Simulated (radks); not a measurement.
The numbers below are computed, except where a source is named.
All-electron atom: Pt X in [Xe] 4f14 5d1. Level of theory: scalar-relativistic Kohn-Sham, r2SCAN, spin-polarised, spherical densities, finite nucleus; open shells are filled with parallel spins first (spin-orbit coupling, left out, can overturn this in heavy ions); meta-GGA in the generalised Kohn-Sham scheme; Fermi nuclear charge, rms radius 5.427 fm (a radial shooting solver on a logarithmic mesh with Libxc functionals).

Normalised radial functions P(r) = r R(r), r in bohr:

r,5s up,4f down,5d down
0.001287,0.0974,0.0000,0.0000
0.001936,0.1283,0.0000,0.0001
0.002935,0.1641,0.0000,0.0002
0.004449,0.1984,0.0000,0.0005
0.006744,0.2174,0.0000,0.0016
0.01022,0.1968,0.0001,0.0049
0.0155,0.1048,0.0006,0.0141
0.02349,-0.0738,0.0027,0.0383
0.03561,-0.2779,0.0112,0.0946
0.05398,-0.3151,0.0422,0.2005
0.08183,0.0118,0.1390,0.3325
0.1231,0.4463,0.3751,0.3527
0.1865,0.2257,0.8104,0.0567
0.2828,-0.5865,1.2884,-0.4389
0.4286,-0.3710,1.4194,-0.4544
0.6498,0.8897,1.0313,0.3061
0.985,1.1805,0.4709,1.0095
1.493,0.4569,0.1152,0.8279
2.263,0.0484,0.0106,0.2525
3.431,0.0009,0.0002,0.0216

5s up: eigenvalue -246.45 eV, 4 radial nodes at r = 0.0202, 0.0810, 0.210, 0.488 bohr, <r> = 0.924 bohr, 90 % of the charge inside 1.31 bohr. 4f down: eigenvalue -217.95 eV, 0 radial nodes, <r> = 0.508 bohr, 90 % of the charge inside 0.816 bohr. 5d down (empty): eigenvalue -132.96 eV, 2 radial nodes at r = 0.196, 0.565 bohr, <r> = 1.22 bohr, 90 % of the charge inside 1.77 bohr.
